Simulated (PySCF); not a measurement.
Electronic absorption of C2H10N2Si2

C2H10N2Si2.
SMILES: `C=N[SiH2]N(C)[SiH3]`

Computed with PySCF, TDDFT CAM-B3LYP/def2-SVPD, vertical, gas phase, core orbitals frozen in the response. Isolated species at its GFN2-xTB geometry (one conformer only). Torsions of this conformer, `[CH2:1]=[N:2][SiH2:3][N:4]([CH3:5])[SiH3:6]`: C1–N2–Si3–N4 134°, N2–Si3–N4–C5 163°.

Task: List the vertical singlet excitations with oscillator strengths and describe the spectrum.

Result: 

| state | E (eV) | E (hartree) | f | \|μ\| (D) | main configurations (H = HOMO, L = LUMO) |
| --- | --- | --- | --- | --- | --- |
| S1 | 3.99 | 0.1466 | 0.0006 | 0.20 | H-1→L (94%) |
| S2 | 5.61 | 0.2063 | 0.0024 | 0.33 | H→L (91%) |
| S3 | 6.29 | 0.2312 | 0.0062 | 0.51 | H→L+2 (74%), H→L+1 (11%) |
| S4 | 6.37 | 0.2340 | 0.0059 | 0.50 | H→L+1 (53%), H→L+4 (16%), H→L+2 (13%) |
| S5 | 6.54 | 0.2404 | 0.015 | 0.78 | H-1→L+1 (71%), H-1→L+2 (16%) |
| S6 | 7.01 | 0.2577 | 0.037 | 1.18 | H→L+3 (69%), H→L+1 (18%) |
| S7 | 7.05 | 0.2591 | 0.016 | 0.77 | H-1→L+2 (45%), H-1→L+4 (19%), H-1→L+1 (10%) |
| S8 | 7.27 | 0.2671 | 0.0037 | 0.37 | H→L+6 (41%), H→L+4 (32%), H→L+5 (10%) |

Triplets (Tamm–Dancoff): T1 3.38 eV, H-1→L (93%); T2 5.12 eV, H-2→L (54%), H-6→L (29%); T3 5.47 eV, H→L (76%), H→L+2 (10%).

The lowest singlet comes at 311 nm (385 kJ/mol) in the ultraviolet; it is very weak; its leading configuration is HOMO-1→LUMO (94%). The most intense listed level is S6 at 7.01 eV (177 nm, f = 0.037), 3.02 eV above S1. Löwdin shares by element: HOMO nitrogen 54% or more, silicon 15%, carbon 9% or more (atoms not listed hold the other 22%); LUMO carbon 39% or more, nitrogen 31% or more, hydrogen 15% or more (atoms not listed hold the other 15%). Orbital energies (eV): HOMO-3 -10.92, HOMO-2 -10.56, HOMO-1 -8.45, HOMO -8.12, LUMO 0.21, LUMO+1 1.21, LUMO+2 1.37. The oscillator strengths of these states sum to 0.087; summed over the whole spectrum of an exact calculation they would give the number of electrons, 64 (Thomas–Reiche–Kuhn). Of the 8 states listed, 3 reach f = 0.01 and none stays under 0.0005. Singlets were solved by full linear response, triplets in the Tamm–Dancoff approximation.

Time: 71 s of wall time; peak memory 0.96 GiB. Hardware: Arm Neoverse N1, one thread, shared host with 64 logical CPUs at a one-minute load of 60.
